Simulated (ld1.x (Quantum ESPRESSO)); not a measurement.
## Configuration tests for Li (ultrasoft)

- Element: lithium
- Generator: ld1.x (Quantum ESPRESSO) 7.5
- Type: ultrasoft
- Functional: LDA (PZ)
- Relativity: non-relativistic
- Frozen core: [He]
- Valence charge: 1
- Reference configuration: 2s1 2p0
- Partial waves: 2s (bound): rcut 2.45, rcutus 2.95 bohr; 2s channel at 0.3 Ry: rcut 2.45, rcutus 2.95 bohr; 2p (bound, empty): rcut 3.70, rcutus 4.25 bohr; 2p channel at 0.9 Ry: rcut 3.70, rcutus 4.25 bohr; 3d channel at 0.3 Ry: rcut 3.50, rcutus 4.50 bohr
- Local potential: all-electron potential smoothed inside 4.00 bohr (lloc = -1)
- Core correction: a·sin(br)/r model core inside 2.00 bohr
- Augmentation charge: PSQ, inside the norm-conserving radii

Energies are relative to the spin-unpolarised reference configuration 2s1 2p0; without spin polarisation the order of configurations can differ from experiment. Spin-polarised rows fill each open shell by Hund’s rule, majority spin first.

(1) Give the all-electron excitation energy and the error of the potential for: 2s0.5 2p0; 2s0 2p1; 2s1 2p0 (spin-polarised); 2s0.5 2p0 (spin-polarised).

Levels in the configuration 2s0 2p1:

| level | all-electron (eV) | pseudo (eV) |
| --- | --- | --- |
| 2p | -1.583 | -1.581 |

Results:

(1)

```json
{"valence configuration": "2s0.5 2p0", "charge": "+0.5", "ΔE all-electron (eV)": "2.044", "error AE − PS (meV)": "+1.9"}
{"valence configuration": "2s0 2p1", "charge": "0", "ΔE all-electron (eV)": "1.753", "error AE − PS (meV)": "+5.4"}
{"valence configuration": "2s1 2p0 (spin-polarised)", "charge": "0", "ΔE all-electron (eV)": "-0.233", "error AE − PS (meV)": "+5.6"}
{"valence configuration": "2s0.5 2p0 (spin-polarised)", "charge": "+0.5", "ΔE all-electron (eV)": "1.953", "error AE − PS (meV)": "+4.2"}
```
